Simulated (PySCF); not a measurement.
## UHF on Ge¹²⁺ (germanium, charge +12)

Configuration: [Ar] 3d2, high-spin 3F determinant. Calculation: PySCF 2.14, in an uncontracted even-tempered set (17 s from 0.81 bohr⁻², ratio 2.5; 11 p from 1.1 bohr⁻², ratio 2.5; 8 d from 1.1 bohr⁻², ratio 2.5; 4 f from 3.7 bohr⁻², ratio 2.7; 4 g from 5.6 bohr⁻², ratio 2.7); the non-relativistic Hamiltonian (point nucleus).

```json
{
  "Total energy": "-2013.006740 hartree",
  "One-electron energy": "-2535.9725 hartree",
  "Hartree (Coulomb) energy": "589.5094 hartree",
  "Exchange energy": "-66.5436 hartree",
  "Kinetic energy": "2012.97176 hartree",
  "⟨S²⟩": "2.0012",
  "⟨L²⟩": "12.013",
  "Sum of ⟨r⟩": "7.292 bohr",
  "Sum of ⟨r²⟩": "4.070 bohr²",
  "Density at the nucleus (Gaussians lack the cusp)": "22200 bohr⁻³",
  "Spin density at the nucleus": "-0.498 bohr⁻³"
}
```

| shell | electrons | mean orbital energy (hartree) | rms radius, mean of both spins (bohr) |
| --- | --- | --- | --- |
| 1s α | 1 | -418.57854 | 0.0554 |
| 1s β | 1 | -418.57639 | 0.0554 |
| 2s α | 1 | -65.71163 | 0.230 |
| 2s β | 1 | -65.52925 | 0.230 |
| 2p α | 3 | -59.79706 | 0.203 |
| 2p β | 3 | -59.62246 | 0.203 |
| 3s α | 1 | -18.79311 | 0.615 |
| 3s β | 1 | -18.51118 | 0.615 |
| 3p α | 3 | -16.65891 | 0.616 |
| 3p β | 3 | -16.30741 | 0.616 |
| 3d α | 2 | -13.59170 | 0.581 |

Spin-orbit constants ζ (cm⁻¹) from the X2C one-electron operator on these orbitals (non-relativistic here): bare nucleus, nucleus screened by l(l+1)(2l+1)/3 electrons, and screened by the Breit-Pauli mean field of the electrons.

```
shell    bare  screened nucleus  mean field
   2p  167600            157100      152100
   3p   28830             27030       26090
   3d    4318              2968        2873
```

To first order the Landé constant is A = 1436 cm⁻¹, so the lowest level has J = 2 and lies 0.712 eV below the centre of the term. This holds in LS coupling only.
